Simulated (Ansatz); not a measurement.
Frontier orbitals of `[CH3][SnH2][Cl]`.

Z-matrix (Å, degrees):
```
C
Sn 1 2.127
H 1 1.091 2 110.1
H 1 1.089 2 109.2 3 -120.2
H 1 1.089 2 109.3 3 120.2
Cl 2 2.342 1 105.7 3 179.3
H 2 1.705 1 113.6 3 64.1
H 2 1.705 1 113.7 3 -65.4
```

Charge 0, multiplicity 1. Correlated methods include outer-core shells of Sn, which these sets cover unevenly. Sn takes the def2 core potential. All single points use the PBE0-D4/def2-TZVP geometry. Basis def2-TZVPP, the Gaussian-basis code of Ansatz.

```csv
functional,HOMO (eV),LUMO (eV),gap (eV)
PBE,-7.00,-1.32,5.68
revPBE,-6.95,-1.22,5.73
r2SCAN,-7.32,-0.99,6.33
PBE0,-8.30,-0.48,7.82
r2SCANh,-7.80,-0.70,7.10
r2SCAN0,-8.51,-0.27,8.24
HSE06 (plane-wave form),-7.90,-0.84,7.06
BHLYP,-9.46,0.31,9.77
ωB97M-V,-10.50,1.14,11.64
```

Against PBE, PBE0 changes HOMO and LUMO by −1.31 and +0.85 eV, ωB97M-V by −3.51 and +2.47 eV. A gap of 5.67 eV thus becomes 11.65 eV for the same molecule, so an orbital gap means little without its functional. A positive LUMO is unbound and depends on the basis.
